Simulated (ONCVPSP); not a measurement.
**PBE ONCV dataset for chromium (Cr), scalar-relativistic all-electron reference.**

- Element: chromium (Cr)
- Generator: ONCVPSP 4.0.1
- Type: optimised norm-conserving Vanderbilt (ONCV)
- Functional: PBE
- Relativity: scalar-relativistic
- Frozen core: [Ne]
- Valence charge: 14
- Reference configuration: 3s2 3p6 3d4.5 (charge +1.5)
- Partial waves: 3s: rc 1.15 bohr, ncon 4, nbas 8, qcut 11.2 1/bohr, 1 projector; 3p: rc 0.95 bohr, ncon 4, nbas 8, qcut 7.5 1/bohr, 1 projector; 3d: rc 1.25 bohr, ncon 4, nbas 9, qcut 13.5 1/bohr, 2 projectors, debl 1.4 Ha
- Local potential: polynomial inside 0.80 bohr (lpopt 3, dvloc0 -1 Ha)
- Core correction: polynomial model core, fcfact 0.2

- Cutoffs needed: 62 Ha and 194 Ha (the cutoffs (Ha) at which the residual kinetic energy of the hardest occupied pseudo-wave falls to 1 and 0.1 mHa per electron)
- Ghost test: no bound ghost flagged; no localised positive-energy state flagged
- Largest excitation error: +83 meV (all-electron minus pseudo) for 3s2 3p6 3d5 4s1, out of 4 test configurations
- rms error of d²Exc/dni dnj: 1.99 mHa without and 1.30 mHa with the model core
